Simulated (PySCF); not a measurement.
# Static response to an electric field

Compound: gallium cyanide, CGaN (singlet state).
Numbering: `[N:1]#[C:2][Ga:3]`

Geometry (PBE0-D3(BJ)/def2-SVP, Å), atoms numbered from 1 in this order:
```xyz
3
CGaN angstrom
N     -1.1519   -0.7990   -0.0071
C     -0.2476   -0.0643   -0.0205
Ga     1.4224    1.1686    0.0025
```

Level: PBE0/def2-SVPD (PySCF), static field, nuclei fixed, core orbitals frozen in the response. The polarisability tensor in these axes (au):

```
x   54.95 11.24 -0.01
y   11.24 49.18 -0.01
z   -0.01 -0.01 40.46
```

What are the eigenvalues, a third of the trace, and Δα (Δα² = ½Σ(αi − αj)² over the three pairs)?

Principal values 40.46, 40.47 and 63.67 au; mean 48.20 au = 7.14 Å³ = 7.95 × 10⁻⁴⁰ C²·m²/J; Δα = 23.20 au (48 % of the mean).

What is the dipole moment, and where does it point?

(3.24, 2.51, 0.00) D, 4.10 D in size, pointing from the negative to the positive side. Measured along this direction, the outermost atoms are N1 at the negative end and Ga3 at the positive end.

Give the eigenvalues of the traceless quadrupole moment Θ = ½Σq(3rr − r²1), origin at the centre of nuclear charge.

-14.20, 7.10, 7.10 D·Å. The values depend on the origin, since the dipole doesn't vanish. The electronic extent ⟨r²⟩ about the same centre is 322 bohr², a root-mean-square distance of 1.43 Å for the 44 electrons.

Find the Langevin capture rate constant for NH4+ (18.034 u) meeting this molecule (94.929 u), k = 2.342 × 10⁻⁹ cm³/s × √(α in Å³ / reduced mass in u).

The reduced mass is 15.16 u, so k = 1.61 × 10⁻⁹ cm³/s. The formula leaves out the permanent dipole, which adds to the capture rate.

Molar refractivity from α?

Lorentz–Lorenz: R = (4π/3)N_A α = 2.5225 cm³/(mol·Å³) × 7.14 Å³ = 18.0 cm³/mol, in the limit of long wavelengths.

What would n − 1 = 2πNα be for an ideal gas of these molecules at 298.15 K and 1 atm, electronic part alone?

N = p/kT = 2.4615 × 10¹⁹ cm⁻³, so n − 1 = 2π × N × 7.14 × 10⁻²⁴ cm³ = 1105 × 10⁻⁶ at long wavelengths, for an ideal gas.

Geometry: PBE0-D3(BJ)/def2-SVP; no solvent, vibrations or thermal averaging. The calculation is non-relativistic, for gallium too.
